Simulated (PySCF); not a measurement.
## Bond curve of PrCl

Set-up: PySCF, spin-free X2C with a Gaussian nucleus, basis sets Pr x2c-SVPall, Cl x2c-SVPall. Energies in eV from Pr (4f3 6s2) + Cl in their ground configurations at the same level. State: quintet, about 2.9 electrons in the 4f shell (Mulliken), real f orbitals that mix terms.

All columns are PBE0. A positive dipole means Pr(−)Cl(+).

```json
{"R (Å)": "2.225", "E (eV)": "-3.979", "μ (D)": "-2.75", "Mulliken charge on Pr (basis-dependent)": "0.14", "HOMO (eV)": "-3.25", "LUMO (eV)": "-1.41", "Mayer bond order": "1.47", "⟨S²⟩": "6.00"}
{"R (Å)": "2.328", "E (eV)": "-4.521", "μ (D)": "-3.24", "Mulliken charge on Pr (basis-dependent)": "0.21", "HOMO (eV)": "-3.43", "LUMO (eV)": "-1.49", "Mayer bond order": "1.37", "⟨S²⟩": "6.00"}
{"R (Å)": "2.432", "E (eV)": "-4.815", "μ (D)": "-3.71", "Mulliken charge on Pr (basis-dependent)": "0.27", "HOMO (eV)": "-3.62", "LUMO (eV)": "-1.58", "Mayer bond order": "1.27", "⟨S²⟩": "6.00"}
{"R (Å)": "2.509", "E (eV)": "-4.917", "μ (D)": "-4.06", "Mulliken charge on Pr (basis-dependent)": "0.31", "HOMO (eV)": "-3.76", "LUMO (eV)": "-1.65", "Mayer bond order": "1.21", "⟨S²⟩": "6.00"}
{"R (Å)": "2.587", "E (eV)": "-4.943", "μ (D)": "-4.41", "Mulliken charge on Pr (basis-dependent)": "0.35", "HOMO (eV)": "-3.85", "LUMO (eV)": "-1.72", "Mayer bond order": "1.16", "⟨S²⟩": "6.00"}
{"R (Å)": "2.665", "E (eV)": "-4.911", "μ (D)": "-4.77", "Mulliken charge on Pr (basis-dependent)": "0.38", "HOMO (eV)": "-3.92", "LUMO (eV)": "-1.80", "Mayer bond order": "1.11", "⟨S²⟩": "6.00"}
{"R (Å)": "2.768", "E (eV)": "-4.804", "μ (D)": "-5.26", "Mulliken charge on Pr (basis-dependent)": "0.41", "HOMO (eV)": "-4.01", "LUMO (eV)": "-1.89", "Mayer bond order": "1.06", "⟨S²⟩": "6.00"}
{"R (Å)": "2.897", "E (eV)": "-4.600", "μ (D)": "-5.90", "Mulliken charge on Pr (basis-dependent)": "0.44", "HOMO (eV)": "-4.12", "LUMO (eV)": "-2.00", "Mayer bond order": "1.01", "⟨S²⟩": "6.00"}
{"R (Å)": "3.053", "E (eV)": "-4.296", "μ (D)": "-6.68", "Mulliken charge on Pr (basis-dependent)": "0.47", "HOMO (eV)": "-4.25", "LUMO (eV)": "-2.14", "Mayer bond order": "0.96", "⟨S²⟩": "6.00"}
{"R (Å)": "3.260", "E (eV)": "-3.852", "μ (D)": "-7.75", "Mulliken charge on Pr (basis-dependent)": "0.50", "HOMO (eV)": "-4.42", "LUMO (eV)": "-2.31", "Mayer bond order": "0.90", "⟨S²⟩": "6.00"}
```

A fit through these points gives, at Re = 2.580 Å, μ = -4.38 D and dμ/dR = -4.57 D/Å; the reduced mass is 28.02 u.

**Question.** How strong is the fundamental in the double-harmonic approximation, I = 42.26·(dμ/dR)²/μred km/mol?

**Answer.** I = 42.26·(-4.57)²/28.02 = 31.5 km/mol at PBE0.

Spin–orbit coupling is left out, which matters for elements this heavy, above all for dissociation energies. The state is the lowest single determinant that the PBE0 search found; with open d or f shells the true ground state can be another one.
